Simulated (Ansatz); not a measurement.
Cost and result for the atomization energy of `CN(C)[SiH](N)F` (15 atoms, 14 bonds).

Z-matrix (Å, degrees):
```
C
N 1 1.444
H 1 1.098 2 110.7
H 1 1.099 2 111.9 3 -119.7
H 1 1.091 2 110.5 3 119.6
C 2 1.444 1 113.3 3 60.5
Si 2 1.703 1 121.9 3 -134.4
H 6 1.098 2 110.5 1 -59.9
H 6 1.099 2 111.8 1 59.7
H 6 1.090 2 110.7 1 -179.4
N 7 1.695 2 109.0 1 45.0
F 7 1.605 2 104.6 1 169.0
H 7 1.484 2 118.0 1 -75.5
H 11 1.007 7 122.3 2 50.4
H 11 1.006 7 120.9 2 -155.1
```

Total charge 0; spin multiplicity 1. The structure was optimised at the PBE0-D4/def2-TZVP level. It is one conformer, not always the lowest. Program: Ansatz. All runs use 2 threads of an AMD EPYC 7R13 on a shared host and a share of an NVIDIA H100 80 GB. Times are those of one run each, without the atoms' runs, and a repeat can differ threefold. Electronic energies, without spin–orbit coupling; frozen cores. CCSD(T)/CBS adds CCSD(T) − MP2 in def2-TZVPP to the MP2 limit, and its time is that of the two runs behind it. T1 = 0.010. B3LYP takes the VWN-RPA correlation (the form of Gaussian; ORCA's B3LYP/G).

CCSD(T)/CBS is a level of theory with its own doubt, some kJ/mol a heavy atom from the limit and from the frozen cores, so smaller differences don't rank the functionals.

```tsv
level	functions	wall time	atomization (kcal/mol)	difference from CCSD(T)/CBS	per bond
PBE0-D4/def2-TZVPP	323	2.4 s	1353.9	-3.8	-0.3
B2PLYP/def2-TZVPP	323	2.7 s	1343.1	-14.6	-1.0
B3LYP-D4/def2-TZVPP (with forces)	323	2.7 s	1359.4	1.7	0.1
ωB97X-V/def2-TZVPP	323	2.9 s	1361.7	4.0	0.3
PBE-D4/def2-TZVPP (with forces)	323	3 s	1376.7	19.0	1.4
r2SCAN-D4/def2-TZVPP (with forces)	323	3 s	1352.2	-5.5	-0.4
ωB97M-V/def2-TZVPP (with forces)	323	4.4 s	1361.6	3.9	0.3
MP2/def2-QZVPP	625	4.6 s	1360.4	2.7	0.2
CCSD(T)/def2-TZVPP	323	11 s	1319.2	-38.5	-2.7
CCSD(T)/CBS(def2)	–	16 s	1357.7	0.0	0.0
```

From PBE to PBE0 (25 % exact exchange), in def2-TZVPP and without D4, the atomization energy moves by −21.7 kcal/mol: exact exchange takes away binding that semilocal exchange gives to molecules. The D4 term adds +12.2 kcal/mol with B3LYP and +6.5 kcal/mol with PBE0; it sums over pairs of atoms, weighted by their polarisabilities, and B3LYP, whose exchange is more repulsive, gets the larger term. In def2-TZVPP, CCSD(T) changes the Hartree–Fock value by +341.3 kcal/mol (the triples alone add +17.9 kcal/mol) and MP2 by +359.3 kcal/mol; breaking electron pairs costs correlation energy, which Hartree–Fock lacks.
